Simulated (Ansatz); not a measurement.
`B[SiH](N)F` + `N[SiH2]N` → `N[SiH2]N[SiH](N)F` + BH₃  (cleavage of the Si–B bond)

Program: Ansatz. Geometries: PBE0-D4/def2-TZVP. ΔE: electronic, gas phase. CBS: MP2 limit from def2 TZ/QZ plus the TZ coupled-cluster correction, frozen cores. This one scheme is used for every species. Functionals use def2-TZVPP. B3LYP here is the variant with VWN-RPA as its local correlation; programs differ in this. One conformer a species, not always the lowest.

```json
{"level": "ωB97M-V", "ΔE (kJ/mol)": "-110.9"}
{"level": "B3LYP", "ΔE (kJ/mol)": "-95.1"}
{"level": "MP2/def2-TZVPP", "ΔE (kJ/mol)": "-117.9"}
{"level": "HF/CBS(def2)", "ΔE (kJ/mol)": "-111.9"}
```

Question: What does CCSD(T)/CBS give? (Estimate.)

Answer: The calculation gave: -108.3 kJ/mol. The listed levels differ from it by -2.6, 13.2, -9.6, -3.6 kJ/mol.

Largest T1 diagnostic among the species: 0.012.

From PBE to PBE0 (25 % exact exchange), in def2-TZVPP and without D4, ΔE moves by −9.6 kJ/mol. The D4 term adds −12.8 kJ/mol with B3LYP and −7.3 kJ/mol with PBE0; it sums over pairs of atoms, weighted by their polarisabilities, and B3LYP, whose exchange is more repulsive, gets the larger term.
